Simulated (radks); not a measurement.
All-electron atom: La III in [Xe] 5d1.

All-electron calculation, non-relativistic Kohn-Sham, TPSS, spin-polarised, spherical densities, point nucleus; open shells are filled with parallel spins first (spin-orbit coupling, left out, can overturn this in heavy ions); meta-GGA in the generalised Kohn-Sham scheme; relativity is left out, which matters for an element this heavy. Program: a radial shooting solver on a logarithmic mesh with Libxc functionals.

Energy parts (eV):
part                      energy
total                 -223756.56
kinetic                223682.74
electron-nucleus      -528877.14
Hartree                 86782.13
exchange-correlation    -5344.28

Orbitals (lengths in bohr, moments of r in powers of bohr; r(90%) holds 90 % of the orbital's charge):
orbital  occ.  eigenvalue (eV)   <1/r>  r(90%)
1s up       1        -36969.76   56.48  0.0474
1s down     1        -36969.76   56.48  0.0474
2s up       1        -5731.578   13.03   0.175
2s down     1        -5731.542   13.03   0.175
2p up       3        -5412.842   13.04   0.157
2p down     3        -5412.817   13.04   0.157
3s up       1        -1237.256   4.822   0.438
3s down     1        -1237.245   4.822   0.438
3p up       3        -1100.167   4.748   0.433
3p down     3        -1100.152   4.748   0.433
3d up       5        -845.9864   4.625   0.407
3d down     5        -845.9561   4.625   0.407
4s up       1        -259.5416   2.027   0.980
4s down     1        -259.4951   2.027   0.980
4p up       3        -208.7636   1.934    1.02
4p down     3        -208.7193   1.934    1.02
4d up       5        -120.2868   1.728    1.15
4d down     5        -120.2364   1.728    1.15
5s up       1         -48.6976  0.8022    2.33
5s down     1         -48.2266  0.8066    2.32
5p up       3         -34.9800  0.7146    2.63
5p down     3         -34.4009  0.7184    2.62
5d up       1         -15.3291  0.5117    3.79
5d down     0         -14.6943  0.5102    3.81

The highest occupied level is 5d up at -15.329 eV. The density falls to 0.001 e/bohr^3 at r = 3.90 bohr. The electron density at the nucleus is 1.312e+05 e/bohr^3.
